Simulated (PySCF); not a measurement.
Stepwise substitution at one centre (Al Br-I). Isolated molecules, 0 K electronic values unless said otherwise. Strings in code marks are SMILES.

The HOMO–LUMO gap from two functionals at the same geometries (PBE0-D3(BJ)/def2-TZVP), both in PySCF: PBE-D3(BJ)/def2-TZVP and ωB97X-D3(BJ)/def2-TZVP. 

| species | PBE-D3(BJ)/def2-TZVP (eV) | ωB97X-D3(BJ)/def2-TZVP (eV) |
|---|---|---|
| 0 of 3 Br replaced by I (`[Br][Al]([Br])[Br]`) | 4.98 | 11.47 |
| 1 of 3 Br replaced by I | 4.47 | 10.68 |
| 2 of 3 Br replaced by I | 4.18 | 10.28 |
| 3 of 3 Br replaced by I (`[I][Al]([I])[I]`) | 3.95 | 9.95 |

Over these rows, drawn at random from the members with no instability flagged (it was tested for open shells, ions and some series alone), PBE minus ωB97X-D3(BJ): mean -6.20 eV, from -6.48 eV to -6.00 eV.
